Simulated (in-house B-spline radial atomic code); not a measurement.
## La IV (La3+): [Kr] 4d10 5s1 5p6 8d1 (an excited or competing configuration)

Level of theory: Dirac-Hartree-Fock, average of configuration, Fermi nucleus of rms radius 4.855 fm; calculated with an all-electron radial atomic-structure program (B-spline basis).

Effective charges: Z_r = [3n² - l(l+1)]/(2<r>) from the radius, Z_e = n√(-2ε) from the energy, and Slater's rules. Values are occupation-weighted means over j. An effective charge above Z reflects the relativistic contraction of the inner shells.

```json
{"shell": "1s", "electrons": "2", "ε (eV)": "-39191", "<r> (bohr)": "0.02506", "Z_r": "59.85", "Z_e": "53.67", "Slater": "56.70"}
{"shell": "2s", "electrons": "2", "ε (eV)": "-6376.3", "<r> (bohr)": "0.1069", "Z_r": "56.15", "Z_e": "43.30", "Slater": "52.85"}
{"shell": "2p", "electrons": "6", "ε (eV)": "-5723.2", "<r> (bohr)": "0.09404", "Z_r": "53.17", "Z_e": "41.02", "Slater": "52.85"}
{"shell": "3s", "electrons": "2", "ε (eV)": "-1438.5", "<r> (bohr)": "0.2836", "Z_r": "47.60", "Z_e": "30.85", "Slater": "45.75"}
{"shell": "3p", "electrons": "6", "ε (eV)": "-1223.7", "<r> (bohr)": "0.2817", "Z_r": "44.38", "Z_e": "28.45", "Slater": "45.75"}
{"shell": "3d", "electrons": "10", "ε (eV)": "-909.38", "<r> (bohr)": "0.2591", "Z_r": "40.52", "Z_e": "24.53", "Slater": "35.85"}
{"shell": "4s", "electrons": "2", "ε (eV)": "-338.67", "<r> (bohr)": "0.6541", "Z_r": "36.69", "Z_e": "19.96", "Slater": "29.25"}
{"shell": "4p", "electrons": "6", "ε (eV)": "-265.89", "<r> (bohr)": "0.6905", "Z_r": "33.31", "Z_e": "17.68", "Slater": "29.25"}
{"shell": "4d", "electrons": "10", "ε (eV)": "-155.55", "<r> (bohr)": "0.7653", "Z_r": "27.44", "Z_e": "13.52", "Slater": "17.85"}
{"shell": "5s", "electrons": "1", "ε (eV)": "-83.541", "<r> (bohr)": "1.527", "Z_r": "24.56", "Z_e": "12.39", "Slater": "11.60"}
{"shell": "5p", "electrons": "6", "ε (eV)": "-59.797", "<r> (bohr)": "1.719", "Z_r": "21.23", "Z_e": "10.48", "Slater": "11.60"}
{"shell": "8d", "electrons": "1", "ε (eV)": "-6.091", "<r> (bohr)": "12.78", "Z_r": "7.28", "Z_e": "5.35", "Slater": "4.00"}
```

The least bound orbital is 8d5/2 at -6.082 eV, and it is also the most diffuse (<r> = 12.8 bohr). The part-filled 5s shell lies below the filled 5p shell in orbital energy.

Spin-orbit splittings of the orbital energies (j = l + 1/2 above j = l - 1/2 when positive): 2p 414.5 eV, 3p 82.77 eV, 3d 17.45 eV, 4p 17.78 eV, 4d 3.128 eV, 5p 2.99 eV, 8d 0.02239 eV.

For the 1s electron the small component carries 4.44 % of the norm, the zero-frequency Breit interaction raises the level by 103.5 eV, self-energy by 60.23 eV, and vacuum polarisation lowers it by 8.836 eV.
